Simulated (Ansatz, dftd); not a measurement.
Reaction: BHBr2 (dibromoborane, SMILES BrBBr) → BHBr (SMILES [BH]Br, doublet) + Br (doublet) (the B-Br bond breaks)
Each species at its own B3LYP-D3(BJ)/def2-TZVP minimum (Ansatz, an electronic-structure program).

Quantity: bond dissociation energy (electronic), in kcal/mol. UHF or UKS for unpaired electrons; spin-orbit terms are left out. Correlated methods leave the cores frozen (noble-gas shells, and filled d and f shells in the p block). No relativity. CBS(X,Y): correlation extrapolated as X^-3, Hartree-Fock from the larger set (Q,5: extrapolated as (X+1)exp(-9√X)). A bracket is a step between two methods taken in the basis named. Spin-orbit terms, left out, reach several kcal/mol for Br and I, and more for heavier atoms.

| level | program | bond dissociation energy (kcal/mol) | difference against the last row |
|---|---|---|---|
| r2SCAN-D3(BJ)/def2-TZVPD | Ansatz + dftd3 | 106.3 | -1.5 |
| wB97X-V/def2-TZVPD | Ansatz | 107.8 | 0.0 |
| CCSD/cc-pVQZ | Ansatz | 103.4 | -4.4 |
| CCSD(T)/cc-pVQZ | Ansatz | 106.4 | -1.4 |
| CCSDT(Q)/cc-pVDZ | Ansatz | 100.8 | -7.0 |
| CCSDT(Q)/cc-pVTZ | Ansatz | 104.2 | -3.6 |
| CCSD(T)/CBS(cc-pVQZ,cc-pV5Z) + [CCSDT(Q) - CCSD(T)]/cc-pVDZ | Ansatz | 108.0 | 0.2 |
| CCSD(T)/CBS(cc-pVQZ,cc-pV5Z) + [CCSDT(Q) - CCSD(T)]/cc-pVTZ | Ansatz | 107.8 | 0.0 |
